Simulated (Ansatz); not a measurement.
Mulliken charges of `FC(F)(F)OBCl` from r2SCAN/def2-TZVPP in Ansatz (PBE0-D4/def2-TZVP geometry).

```
atom   x (Å)   y (Å)   z (Å)  charge (e)
  F1  -1.553  -0.838   0.174      -0.165
  C2  -0.997   0.370   0.131       0.609
  F3  -1.670   1.173   0.933      -0.155
  F4  -1.105   0.827  -1.115      -0.165
  O5   0.296   0.338   0.539      -0.263
  B6   1.228  -0.418  -0.111       0.218
 Cl7   2.847  -0.373   0.508      -0.105
  H8   0.954  -1.080  -1.059       0.026
```

Q: By hand: the dipole of these point charges (1 e Å = 4.8032 D).

A: Σ q r = (0.006, -0.124, -0.156) e Å, of length 0.199 e Å = 0.96 D.

Q: How does the dipole of the full density compare? (Best estimate.)

A: Ansatz gave: (0.062, -0.081, -0.083) e Å, 0.63 D; the point charges give 1.52 times that, at 27° from its direction.

Point charges leave out the atoms' own dipoles, such as those of lone pairs, and Mulliken's split depends on the basis, so the two needn't agree.
